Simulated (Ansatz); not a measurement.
A short molecular-dynamics run on GeCl2H2 (GeH2Cl2).

```yaml
crystal:
  periodic: [false, false, false]
  atoms:
    - {symbol: Ge, position_ang: [-0.145124, 0.000516, -0.101930]}
    - {symbol: Cl, position_ang: [-0.112399, -0.020883, 2.039463]}
    - {symbol: Cl, position_ang: [1.878450, 0.014484, -0.803830]}
    - {symbol: H, position_ang: [-0.814892, 1.295626, -0.553772]}
    - {symbol: H, position_ang: [-0.806035, -1.289742, -0.579940]}
basis:
  gaussian: {orbitals: def2-SVP}
hamiltonian: {xc: {name: revPBE}, dispersion: d3bj}
md: {timestep: 0.5 fs, n_steps: 15, ensemble: nvt_langevin, temperature: 300, initial_velocities: maxwell_boltzmann, friction: 0.01, seed: 105}
scf: {omitted_lower_state_checks: [starts]}
```

```sh
$ ansatz run in.yaml --threads 4 --pin off --events-out ev --progress --plain --max-ram 3916MiB
```

```
step  time (fs)  potential energy (eV)  kinetic (eV)  T (K)
   0        0.0            -81574.4689        0.1551    240
   1        0.5            -81574.4632        0.1418    219
   2        1.0            -81574.4571        0.1344    208
   3        1.5            -81574.4517        0.1229    190
   4        2.0            -81574.4472        0.1318    204
   5        2.5            -81574.4439        0.1184    183
   6        3.0            -81574.4429        0.1265    196
   7        3.5            -81574.4441        0.1289    199
   8        4.0            -81574.4459        0.1281    198
   9        4.5            -81574.4469        0.1292    200
  10        5.0            -81574.4463        0.1338    207
  11        5.5            -81574.4439        0.1373    212
  12        6.0            -81574.4401        0.1218    188
  13        6.5            -81574.4350        0.1269    196
  14        7.0            -81574.4286        0.1190    184
  15        7.5            -81574.4221        0.1117    173
```

Velocities are drawn at the set temperature; a run this short doesn't reach equilibrium. Under Langevin dynamics the printed temperature counts 3N degrees of freedom, so it starts below the set value.

Frames (Å, forces in eV/Å):

```xyz
5
time=0.0 fs
Ge   -0.145    0.001   -0.102   -0.241    0.001   -0.168
Cl   -0.112   -0.021    2.039   -0.010   -0.006    0.609
Cl    1.878    0.014   -0.804    0.564    0.004   -0.218
H    -0.815    1.296   -0.554   -0.158    0.273   -0.109
H    -0.806   -1.290   -0.580   -0.156   -0.272   -0.114
5
time=0.5 fs
Ge   -0.144    0.000   -0.102   -0.229    0.129   -0.141
Cl   -0.113   -0.022    2.038   -0.007   -0.017    0.645
Cl    1.878    0.016   -0.802    0.592   -0.004   -0.231
H    -0.814    1.296   -0.548   -0.156    0.291   -0.117
H    -0.812   -1.277   -0.582   -0.200   -0.400   -0.156
5
time=1.0 fs
Ge   -0.144   -0.001   -0.102   -0.227    0.248   -0.123
Cl   -0.114   -0.022    2.036   -0.005   -0.027    0.679
Cl    1.877    0.018   -0.800    0.620   -0.011   -0.243
H    -0.814    1.297   -0.543   -0.150    0.300   -0.122
H    -0.818   -1.265   -0.586   -0.239   -0.509   -0.190
5
time=1.5 fs
Ge   -0.143   -0.001   -0.102   -0.242    0.351   -0.121
Cl   -0.115   -0.023    2.034   -0.003   -0.038    0.709
Cl    1.876    0.020   -0.798    0.646   -0.018   -0.255
H    -0.814    1.298   -0.539   -0.137    0.294   -0.121
H    -0.824   -1.255   -0.590   -0.264   -0.588   -0.213
5
time=2.0 fs
Ge   -0.142   -0.002   -0.102   -0.274    0.444   -0.131
Cl   -0.116   -0.024    2.033   -0.002   -0.049    0.736
Cl    1.876    0.022   -0.797    0.672   -0.025   -0.265
H    -0.815    1.300   -0.536   -0.118    0.273   -0.114
H    -0.830   -1.246   -0.596   -0.277   -0.643   -0.227
5
time=2.5 fs
Ge   -0.142   -0.002   -0.102   -0.319    0.515   -0.150
Cl   -0.116   -0.025    2.031   -0.002   -0.059    0.759
Cl    1.875    0.024   -0.795    0.697   -0.032   -0.275
H    -0.815    1.303   -0.533   -0.097    0.244   -0.104
H    -0.836   -1.239   -0.603   -0.278   -0.669   -0.230
5
time=3.0 fs
Ge   -0.141   -0.002   -0.103   -0.386    0.544   -0.188
Cl   -0.117   -0.026    2.030   -0.003   -0.069    0.780
Cl    1.875    0.026   -0.793    0.716   -0.038   -0.284
H    -0.816    1.307   -0.531   -0.074    0.208   -0.093
H    -0.843   -1.235   -0.609   -0.253   -0.645   -0.215
5
time=3.5 fs
Ge   -0.141   -0.003   -0.103   -0.484    0.535   -0.249
Cl   -0.118   -0.027    2.028   -0.003   -0.079    0.799
Cl    1.875    0.029   -0.791    0.732   -0.044   -0.292
H    -0.816    1.311   -0.528   -0.046    0.158   -0.080
H    -0.852   -1.233   -0.617   -0.199   -0.570   -0.179
5
time=4.0 fs
Ge   -0.140   -0.003   -0.103   -0.604    0.512   -0.325
Cl   -0.118   -0.028    2.027   -0.004   -0.089    0.813
Cl    1.875    0.031   -0.789    0.746   -0.050   -0.298
H    -0.818    1.316   -0.527   -0.010    0.090   -0.061
H    -0.861   -1.234   -0.626   -0.128   -0.464   -0.129
5
time=4.5 fs
Ge   -0.140   -0.003   -0.104   -0.730    0.475   -0.404
Cl   -0.119   -0.028    2.026   -0.005   -0.098    0.825
Cl    1.875    0.033   -0.788    0.758   -0.055   -0.304
H    -0.819    1.321   -0.525    0.026    0.022   -0.043
H    -0.869   -1.236   -0.635   -0.049   -0.344   -0.073
5
time=5.0 fs
Ge   -0.139   -0.004   -0.104   -0.856    0.421   -0.480
Cl   -0.119   -0.029    2.025   -0.005   -0.108    0.833
Cl    1.875    0.036   -0.786    0.766   -0.060   -0.310
H    -0.822    1.325   -0.522    0.058   -0.035   -0.030
H    -0.879   -1.238   -0.644    0.036   -0.218   -0.013
5
time=5.5 fs
Ge   -0.139   -0.004   -0.104   -0.972    0.368   -0.551
Cl   -0.120   -0.030    2.024   -0.006   -0.118    0.840
Cl    1.876    0.038   -0.784    0.774   -0.064   -0.315
H    -0.824    1.329   -0.520    0.086   -0.084   -0.019
H    -0.888   -1.241   -0.654    0.118   -0.102    0.045
5
time=6.0 fs
Ge   -0.139   -0.005   -0.105   -1.078    0.328   -0.618
Cl   -0.121   -0.031    2.023   -0.007   -0.126    0.847
Cl    1.876    0.041   -0.782    0.782   -0.069   -0.320
H    -0.826    1.332   -0.518    0.112   -0.131   -0.007
H    -0.897   -1.243   -0.663    0.190   -0.002    0.097
5
time=6.5 fs
Ge   -0.138   -0.006   -0.105   -1.180    0.296   -0.686
Cl   -0.121   -0.032    2.023   -0.009   -0.134    0.852
Cl    1.877    0.043   -0.781    0.790   -0.073   -0.324
H    -0.828    1.335   -0.518    0.140   -0.180    0.008
H    -0.905   -1.245   -0.672    0.259    0.091    0.149
5
time=7.0 fs
Ge   -0.138   -0.006   -0.105   -1.279    0.262   -0.753
Cl   -0.122   -0.033    2.022   -0.011   -0.141    0.857
Cl    1.877    0.045   -0.779    0.797   -0.077   -0.327
H    -0.829    1.338   -0.518    0.165   -0.227    0.022
H    -0.912   -1.247   -0.681    0.327    0.183    0.201
5
time=7.5 fs
Ge   -0.137   -0.007   -0.106   -1.359    0.235   -0.808
Cl   -0.123   -0.034    2.021   -0.013   -0.148    0.861
Cl    1.878    0.047   -0.777    0.805   -0.080   -0.330
H    -0.831    1.340   -0.517    0.185   -0.263    0.032
H    -0.919   -1.249   -0.690    0.382    0.256    0.245
```

Hardware: 4 threads of Intel Xeon on a shared host. Wall time 6.5 s.
